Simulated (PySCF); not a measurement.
Excitations are Tamm–Dancoff values on a coarser integration grid. The basis has no diffuse functions, so Rydberg states are missing or too high.

Species: CH$_{4}$Si, SMILES `C=[SiH2]` (charge 0, multiplicity 1).

Predict the HOMO, HOMO–LUMO gap, dipole moment, S1 oscillator strength and S1–T1 gap (TDA) from PBE-D3(BJ)/def2-TZVP // CAM-B3LYP-D3(BJ)/def2-TZVP run with PySCF 2.14.0.


| Property | Result |
|---|---|
| HOMO | -5.69 eV |
| HOMO–LUMO gap | 3.64 eV |
| dipole moment | 0.60 D |
| S1 oscillator strength | 0.321 |
| S1–T1 gap (TDA) | 2.94 eV |
